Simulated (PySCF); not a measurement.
A structure optimised at PBE0-D3(BJ)/def2-SVP, used in a PySCF frequency run:

```xyz
18

C     -2.8440    -0.9364     0.4424
C     -1.6921    -0.9419    -0.5508
C     -0.9110     0.3756    -0.6245
C     -0.2506     0.7585     0.6631
C      1.0673     0.7103     0.9122
Si     2.3783     0.1658    -0.3122
H     -2.4929    -0.8016     1.4772
H     -3.4014    -1.8845     0.4082
H     -3.5571    -0.1244     0.2250
H     -0.9885    -1.7544    -0.3012
H     -2.0777    -1.1699    -1.5586
H     -1.6029     1.1833    -0.9256
H     -0.1575     0.3019    -1.4268
H     -0.9241     1.0884     1.4659
H      1.4043     1.0091     1.9127
H      3.7057     0.1419     0.3737
H      2.1042    -1.2037    -0.8519
H      2.4739     1.0962    -1.4820
```
Charge 0, spin multiplicity 1.

**Question.** Write its SMILES and formula.

**Answer.** CCC/C=C\[SiH3], C5H12Si

**Question.** What are its rotational constants (standard atomic weights)?

**Answer.** 6.3303, 1.1977, 1.1143 GHz
